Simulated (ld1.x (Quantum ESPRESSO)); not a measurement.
## Ba (Z = 56), TM: configuration errors across variants

ld1.x (Quantum ESPRESSO) 7.5 input, shortened:

```
&input
   title='Ba', zed=56., rel=1, dft='PBESOL', iswitch=3,
   config='[Xe] 5d0 6s2 6p0'
 /
 &inputp
   pseudotype=2, tm=.true., lloc=0,
   nlcc=.true., new_core_ps=.true., rcore=2.05
 /
3
6P  2  1   0.00   0.00  4.20  4.20  0.0
5D  3  2   0.00   0.00  3.00  3.00  0.0
6S  1  0   2.00   0.00  3.05  3.05  0.0
 &test
   configts(1)='5d0 6s2 6p0'
 /
```

All-electron excitation energies from the reference (eV): (1) 5d0 6s1 6p0 5.381; (2) 5d0 6s1.5 6p0 2.147; (3) 5d0 6s1 6p1 2.050; (4) 5d0 6s0 6p2 4.170; (5) 5d1 6s0 6p0 6.033; (6) 5d1 6s1 6p0 1.341; (7) 5d0 6s0 6p1 7.978.

Tests that are not counted but printed errors over 1 eV. “local potential all-electron potential smoothed inside 3.35 bohr (lloc = -1)”: 5d0 6s0 6p2 (solver errors, printed error -6.9 eV); 5d0 6s0 6p1 (solver errors, printed error -1.9 eV).

4 further variants failed, have other tests or another functional or relativity, and are left out.

A true bound ghost makes a file unfit for plane-wave use even where its test errors are small: the radial tests pick states by their node count and pass the ghost by. Where a test does run into it, the solver fails or the error is huge.

Errors AE − PS in meV (a dash: test not solved or not reliable):

```tsv
change	(1)	(2)	(3)	(4)	(5)	(6)	(7)	bound ghosts
base	-1.3	+0.4	-8.3	-45	-42	-33	-48	none
wave 6p (bound): rc 4.20 bohr becomes 6p (bound): rc 3.76 bohr	-1.3	+0.4	-5.6	-30	-42	-33	-37	none
wave 6s (bound): rc 3.05 bohr becomes 6s (bound): rc 3.16 bohr	-3.2	0.0	-8.3	-41	-46	-36	-44	none
local potential all-electron potential smoothed inside 3.35 bohr (lloc = -1)	-18	-3.7	+3.8	–	-42	-39	–	s
all radii but the core radius scaled by about 1.26 (s 3.86, p 5.30, d 3.80 bohr)	-7.2	-1.0	-11	-48	-69	-49	-47	none
core correction Bessel-smoothed model core inside 2.40 bohr	-1.3	+0.4	-8.3	-45	-42	-33	-48	none
```

Task: Give the same row for: wave 5d (bound): rc 3.00 bohr becomes 5d (bound): rc 3.86 bohr.

Result: -1.3, +0.4, -8.3, -45, -38, -31, -48; bound ghosts: none.
